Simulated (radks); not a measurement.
Results of a calculation; reference values are marked as such.
Initial-state core-level shifts of neutral europium when its valence configuration changes from [Xe] 4f7 6s2. Code: a radial shooting solver on a logarithmic mesh with Libxc functionals. Model: scalar-relativistic Kohn-Sham, BLYP, spin-polarised, spherical densities, finite nucleus; open shells are filled with parallel spins first (spin-orbit coupling, left out, can overturn this in heavy ions); Fermi nuclear charge, rms radius 5.1115 fm. Shifts are changes of the shell-averaged eigenvalues in eV (positive: less bound); the change of the density at the nucleus, which sets a Mossbauer isomer shift, is in e/bohr^3, on a base of 6.06e+05.

valence               2s       3s       4p       5p  density at nucleus
4f7 6s1 6p1       -1.166   -1.162   -1.163   -1.131              -19.35
4f7 5d1 6s1       +1.156   +1.100   +1.146   +1.281              -23.04
4f7 5d1 6p1       +0.002   -0.043   -0.007   +0.083              -44.65
4f6 5d1 6s1 6p1   -8.222   -9.119   -8.500   -3.957              +11.00
4f5 6s2 6p2      -22.519  -24.423  -22.801  -12.175             +102.00
4f6 6s1 6p2      -11.380  -12.211  -11.615   -6.915              +17.86
4f4 5d1 6s2 6p2  -31.877  -35.146  -32.093  -15.069             +145.46
